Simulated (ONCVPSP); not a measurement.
## barium, ONCV: configuration errors across variants

```
Element                 : barium (Ba)
Generator               : ONCVPSP 4.0.1
Type                    : optimised norm-conserving Vanderbilt (ONCV)
Functional              : LDA (Perdew-Zunger)
Relativity              : scalar-relativistic
Frozen core             : [Kr] 4d10
Valence charge          : 10
Reference configuration : 5s2 5p6 6s2
Partial waves           : 5s+6s: rc 2.85 bohr, ncon 4, nbas 8, qcut 4.1 1/bohr, 2 projectors; 5p: rc 2.15 bohr, ncon 5, nbas 9, qcut 4.1 1/bohr, 2 projectors, debl 1.8 Ha; d scattering state at 0.03 Ha: rc 2.55 bohr, ncon 5, nbas 8, qcut 4 1/bohr, 1 projector
Local potential         : polynomial inside 2.10 bohr (lpopt 5, dvloc0 0 Ha)
Core correction         : Teter function, fcfact 5.75, rcfact 1.5
```

In the d channel the program set the typed energies aside and used 0.050 Ha.

All-electron excitation energies from the reference (eV): (1) 5s2 5p6 6s1 5.543; (2) 5s2 5p6 6s0 15.713; (3) 5s2 5p6 6s1.5 2.211; (4) 5s2 5p6 6s0 6p2 4.367.

Errors AE − PS in meV (a dash: test not solved or not reliable):

| change | (1) | (2) | (3) | (4) | bound ghosts | GHOST(+) flags above zero |
| --- | --- | --- | --- | --- | --- | --- |
| base | -1.1 | -6.5 | -0.3 | -2.9 | none | s |
| local potential polynomial inside 2.10 bohr (lpopt 5, dvloc0 -1.5 Ha) | -1.1 | -6.5 | -0.3 | -2.7 | none | s |
| local potential polynomial inside 2.10 bohr (lpopt 5, dvloc0 2 Ha) | -1.1 | -6.5 | -0.3 | -2.9 | none | none |
| local potential polynomial inside 2.10 bohr (lpopt 5, dvloc0 4.5 Ha) | -1.1 | -6.6 | -0.3 | -3.2 | none | none |
| local potential polynomial inside 2.10 bohr (lpopt 5, dvloc0 6.5 Ha) | -1.1 | -6.6 | -0.3 | -3.1 | none | none |
| local potential polynomial inside 2.10 bohr (lpopt 5, dvloc0 8.5 Ha) | -1.1 | -6.6 | -0.3 | -3.2 | none | none |

Give the same row for: local potential polynomial inside 2.10 bohr (lpopt 5, dvloc0 0.5 Ha).

-1.1, -6.5, -0.3, -3.0; bound ghosts: none; GHOST(+) flags above zero: s.
